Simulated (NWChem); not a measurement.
System: C₂H₆NO cation; SMILES [OH+]=C(C)N

Output (shortened):

```
             Northwest Computational Chemistry Package (NWChem) 7.3.0
             --------------------------------------------------------

                             Geometry "geometry" -> ""
                             -------------------------

 Output coordinates in angstroms (scale by  1.889725989 to convert to a.u.)

  No.       Tag          Charge          X              Y              Z
 ---- ---------------- ---------- -------------- -------------- --------------
    1 C                    6.0000     0.14848500    -1.40821400     0.00120600
    2 C                    6.0000    -0.00524400     0.06334300     0.00046300
    3 N                    7.0000     1.01236500     0.87398600    -0.00027400
    4 O                    8.0000    -1.17144100     0.62237700    -0.00002300
    5 H                    1.0000    -0.35113800    -1.82624200     0.89050300
    6 H                    1.0000     1.20004300    -1.71762600     0.00641000
    7 H                    1.0000    -0.34469100    -1.82720900    -0.89115400
    8 H                    1.0000     0.86745400     1.88380200    -0.00100100
    9 H                    1.0000     1.96594900     0.52476400    -0.00032200
   10 H                    1.0000    -1.90667700    -0.01080500     0.00076100

 Effective nuclear repulsion energy (a.u.)     131.1408248828

                                 NWChem DFT Module
                                 -----------------

 Summary of "ao basis" -> "ao basis" (spherical)
 ------------------------------------------------------------------------------
       Tag                 Description            Shells   Functions and Types
 ---------------- ------------------------------  ------  ---------------------
 C                           6-31g*                  6       14   3s2p1d
 N                           6-31g*                  6       14   3s2p1d
 O                           6-31g*                  6       14   3s2p1d
 H                           6-31g*                  2        2   2s

 in cosmo_initialize ...
 calling solv_data for solv:hexane

 solvent parameters
 solvname_short: hexane
 solvname_long:  n-hexane
 dielec:        1.8819
 dielecinf:     1.8903
 nonaqueous SMD model solvent descriptors
 dielec:        1.8819
 sola:          0.0000
 solb:          0.0000
 solc:          0.0000
 solg:         25.7500
 solh:          0.0000
 soln:          1.3749

          ---------------
          -cosmo- solvent
          ---------------
 Cosmo: York-Karplus, doi: 10.1021/jp992097l
 dielectric constant -eps-     =   1.88
 screen = (eps-1)/(eps    )    =   0.46862
 surface charge correction     = lagrangian

   van der Waals surface
 --------------------------

[...]

                                COSMO-SMD solvation results
                                ---------------------------

             internal energy in gas <Psi(g)|H|Psi(g)> =      -209.316391276069
         internal energy in solvent <Psi(s)|H|Psi(s)> =      -209.316231367308
                               delta internal energy  =         0.000159908761 (    0.10 kcal/mol)
   total free energy in solvent <Psi(s)|H+V/2|Psi(s)> =      -209.366243606092
 polarization energy contribution <Psi(s)|V/2|Psi(s)> =        -0.050012238785 (  -31.38 kcal/mol)
    total free energy in solvent including G(SMD-CDS) =      -209.367254116707
                       G(SMD-CDS) energy contribution =        -0.001010510615 (   -0.63 kcal/mol)
     1 M fixed-concentration free energy of solvation =        -0.050862840639 (  -31.92 kcal/mol)

                       DFT Final Molecular Orbital Analysis
                       ------------------------------------

 Vector   14  Occ=2.000000D+00  E=-5.278415D-01
              MO Center= -3.1D-01, -1.0D+00,  7.4D-04, r^2= 2.2D+00
   Bfn.  Coefficient  Atom+Function         Bfn.  Coefficient  Atom+Function
  ----- ------------  ---------------      ----- ------------  ---------------
     5      0.399738   1 C  pz               47     -0.324850   4 O  pz
     9      0.232248   1 C  pz               51     -0.226714   4 O  pz
    57      0.206833   5 H  s                61     -0.207751   7 H  s
    58      0.128770   5 H  s                62     -0.129104   7 H  s
    33     -0.084285   3 N  pz               19     -0.071433   2 C  pz

 Vector   15  Occ=2.000000D+00  E=-5.240715D-01
              MO Center= -2.5D-01, -4.2D-01,  2.5D-03, r^2= 2.8D+00
   Bfn.  Coefficient  Atom+Function         Bfn.  Coefficient  Atom+Function
  ----- ------------  ---------------      ----- ------------  ---------------
    46      0.424986   4 O  py                3     -0.296484   1 C  px
    50      0.287933   4 O  py               59     -0.215759   6 H  s
    18     -0.205718   2 C  py                4      0.193657   1 C  py
    60     -0.159328   6 H  s                 7     -0.145584   1 C  px
    48      0.114344   4 O  s                20      0.108876   2 C  s

 Vector   16  Occ=2.000000D+00  E=-4.644815D-01
              MO Center=  2.9D-01,  6.8D-01, -1.7D-04, r^2= 1.9D+00
   Bfn.  Coefficient  Atom+Function         Bfn.  Coefficient  Atom+Function
  ----- ------------  ---------------      ----- ------------  ---------------
    33      0.505221   3 N  pz               37      0.391640   3 N  pz
    47     -0.376753   4 O  pz               51     -0.283166   4 O  pz
    19      0.129363   2 C  pz                5     -0.073323   1 C  pz
    58     -0.064886   5 H  s                62      0.064776   7 H  s
    57     -0.047565   5 H  s                61      0.047767   7 H  s

 Vector   17  Occ=0.000000D+00  E=-1.395478D-01
              MO Center=  6.8D-02,  1.1D-01,  1.4D-04, r^2= 2.0D+00
   Bfn.  Coefficient  Atom+Function         Bfn.  Coefficient  Atom+Function
  ----- ------------  ---------------      ----- ------------  ---------------
    19      0.582596   2 C  pz               23      0.561181   2 C  pz
    37     -0.417388   3 N  pz               33     -0.330793   3 N  pz
    51     -0.296687   4 O  pz               47     -0.267929   4 O  pz
    58     -0.256952   5 H  s                62      0.258072   7 H  s
    57     -0.105737   5 H  s                61      0.106213   7 H  s

 Vector   18  Occ=0.000000D+00  E=-4.329370D-02
              MO Center= -5.9D-01, -1.8D-01,  1.3D-03, r^2= 5.2D+00
   Bfn.  Coefficient  Atom+Function         Bfn.  Coefficient  Atom+Function
  ----- ------------  ---------------      ----- ------------  ---------------
    68      1.009094  10 H  s                48     -0.736140   4 O  s
    34     -0.720438   3 N  s                66      0.681924   9 H  s
    60      0.519522   6 H  s                 6     -0.477713   1 C  s
     8      0.382840   1 C  py               22      0.280071   2 C  py
    58      0.260267   5 H  s                62      0.259187   7 H  s

 Vector   19  Occ=0.000000D+00  E= 2.576328D-03
              MO Center=  5.4D-01,  1.2D+00, -3.4D-04, r^2= 4.6D+00
   Bfn.  Coefficient  Atom+Function         Bfn.  Coefficient  Atom+Function
  ----- ------------  ---------------      ----- ------------  ---------------
    64     -1.262359   8 H  s                34      1.243289   3 N  s
    66     -0.601723   9 H  s                68      0.580873  10 H  s
     6      0.463405   1 C  s                48     -0.397722   4 O  s
    36      0.394250   3 N  py               58     -0.247464   5 H  s
    62     -0.244782   7 H  s                30      0.194369   3 N  s

     Multipole analysis of the density
     ---------------------------------

     L   x y z        total         alpha         beta         nuclear
     -   - - -        -----         -----         ----         -------
     0   0 0 0      1.000000    -16.000000    -16.000000     33.000000

     1   1 0 0      0.412564      0.201167      0.201167      0.010229
     1   0 1 0     -0.231872     -0.167314     -0.167314      0.102756
     1   0 0 1      0.000928     -0.011922     -0.011922      0.024772

     2   2 0 0     -8.163796    -54.469413    -54.469413    100.775029
     2   1 1 0      3.143638     -0.214739     -0.214739      3.573115
     2   1 0 1     -0.002313      0.001420      0.001420     -0.005153
     2   0 2 0    -11.193474    -65.977284    -65.977284    120.761094
     2   0 1 1     -0.004390      0.038563      0.038563     -0.081516
     2   0 0 2    -17.199592    -11.433800    -11.433800      5.668009
```

Level: PBE0/6-31G* (spherical d), SMD on the gas-phase geometry. Structure relaxed at the PBE0/def2-SVP level. Solvent: n-hexane.

Q: Write an input that gives this output.

A: Several could match; the one computed here: the input that was run:
```
start job
memory heap 200 mb stack 900 mb global 1100 mb
charge 1
geometry units angstroms noautosym nocenter noautoz
  C      0.148485    -1.408214     0.001206
  C     -0.005244     0.063343     0.000463
  N      1.012365     0.873986    -0.000274
  O     -1.171441     0.622377    -0.000023
  H     -0.351138    -1.826242     0.890503
  H      1.200043    -1.717626     0.006410
  H     -0.344691    -1.827209    -0.891154
  H      0.867454     1.883802    -0.001001
  H      1.965949     0.524764    -0.000322
  H     -1.906677    -0.010805     0.000761
end
basis spherical
  * library 6-31g*
end
dft
  xc pbe0
  iterations 150
end
cosmo
  do_cosmo_smd true
  solvent hexane
end
task dft energy
```
